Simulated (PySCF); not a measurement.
**PySCF run on Ne**

The script input.py:

```python
from pyscf import gto, dft

mol = gto.M(
    atom='Ne 0 0 0',
    basis='jorge-dzp',
    charge=0,
    spin=0,
    verbose=3,
)
mf = dft.RKS(mol, xc='pw91')
mf = mf.density_fit(auxbasis='cc-pvdz-jkfit')
mf.kernel()
mf.analyze()
print('orbital energies (hartree):', mf.mo_energy[..., max(0, mol.nelec[1]-3):mol.nelec[0]+3].round(4))
```

```bash
$ OMP_NUM_THREADS=1 python input.py
```

The log:

```
converged SCF energy = -128.91170380315
**** MO energy ****
MO #1   energy= -30.5184822836352  occ= 2
MO #2   energy= -1.30950886246533  occ= 2
MO #3   energy= -0.47020926695256  occ= 2
MO #4   energy= -0.470209266952533 occ= 2
MO #5   energy= -0.470209266952482 occ= 2
MO #6   energy= 0.878583237843616  occ= 0
MO #7   energy= 0.878583237843649  occ= 0
MO #8   energy= 0.878583237843679  occ= 0
MO #9   energy= 1.748941285366     occ= 0
MO #10  energy= 4.65599091190358   occ= 0
MO #11  energy= 4.65599091190364   occ= 0
MO #12  energy= 4.65599091190365   occ= 0
MO #13  energy= 4.65599091190367   occ= 0
MO #14  energy= 4.65599091190369   occ= 0
MO #15  energy= 51.3857184447555   occ= 0
 ** Mulliken atomic charges  **
charge of    0Ne =     -0.00000
Dipole moment(X, Y, Z, Debye): -0.00000,  0.00000, -0.00000
orbital energies (hartree): [-0.4702 -0.4702 -0.4702  0.8786  0.8786  0.8786]
```

In short: E(SCF) = -128.911704 Eh.

It ran on Arm Neoverse V2 (1 thread, shared host) in 0.76 s.
